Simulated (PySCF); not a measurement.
# Molybdenum: a sound run and one with changed settings

Sound run: Mo(2+) [Kr] 4d4, Mo(3+) [Kr] 4d3. Calculation: PySCF 2.14, in aug-cc-pVDZ-PP with ECP28MDF (5s5p4d2f, 54 functions); scalar relativity through the core potential. In the sound run the correlated levels freeze 4s2 4p6 outside the core potential. The sound run starts from symmetry-adapted Hartree-Fock orbitals and uses a fine grid where one is needed.

Changed run: initial guess 1e, at most 50 SCF cycles.

```
species  method  sound run (hartree)  changed run (hartree)  converged
 Mo(2+)     UHF            -66.55790              -66.55791        yes
 Mo(2+)     LDA            -66.82344              -66.82244         no
 Mo(2+)     PBE            -67.01372              -67.01245         no
 Mo(2+)     MP2            -66.58247              -66.58248        yes
 Mo(3+)     UHF            -65.59917              -65.59917        yes
 Mo(3+)     LDA            -65.81139              -65.81139        yes
 Mo(3+)     PBE            -66.00977              -66.00977        yes
 Mo(3+)     MP2            -65.60873              -65.60873        yes
```

Ionisation energy of Mo(2+):

```tsv
method	sound run (eV)	changed run (eV)
UHF	26.088	26.089
MP2	26.497	26.497
SCS-MP2	26.225	26.225
```

A plain start with occupations fixed only by D2h representation lets s and d (or p and f) orbitals of one representation trade places, so the SCF can reach the same state, another state or none.

For comparison, NIST gives 27.13 ± 0.12 eV between the lowest levels.
